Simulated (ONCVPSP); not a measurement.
# An all-electron radial function and its pseudo partner (Li)

Columns: radius, all-electron u(r) and pseudo u(r) of the 1s shell (level -51.85 eV) of lithium in the configuration 1s2 2s1; PBE, scalar-relativistic, ONCV scheme, ONCVPSP 4.0.1.

```
r (bohr)  all-electron  pseudo
   0.060        0.4662  0.2915
   0.120        0.7798  0.5639
   0.180        0.9811  0.8005
   0.240        1.1006  0.9893
   0.300        1.1603  1.1233
   0.360        1.1777  1.2024
   0.420        1.1650  1.2306
   0.480        1.1315  1.2167
   0.540        1.0841  1.1710
   0.600        1.0280  1.1046
   0.660        0.9666  1.0269
   0.720        0.9030  0.9458
   0.780        0.8390  0.8663
   0.840        0.7760  0.7916
   0.900        0.7150  0.7228
   0.960        0.6568  0.6601
   1.020        0.6016  0.6027
   1.080        0.5498  0.5501
   1.140        0.5015  0.5015
   1.200        0.4565  0.4565
   1.260        0.4149  0.4149
   1.320        0.3766  0.3766
   1.380        0.3413  0.3413
   1.440        0.3089  0.3089
   1.500        0.2793  0.2793
   1.560        0.2522  0.2522
```

Q: How many radial nodes do the two functions have?

A: The all-electron 1s function has n − l − 1 = 0; the pseudo-wave has 0.

Q: At about which radius was the pseudo-wave matched?

A: 1.20 bohr. The columns agree to 0.0005 from 1.08 bohr on; several derivatives are matched, so the curves merge somewhat inside the radius.

Q: Is the pseudo-wave norm-conserving?

A: Yes: the ONCV scheme keeps the norm inside the radius equal to the all-electron one, which fixes the energy derivative of the logarithmic derivative at the level.
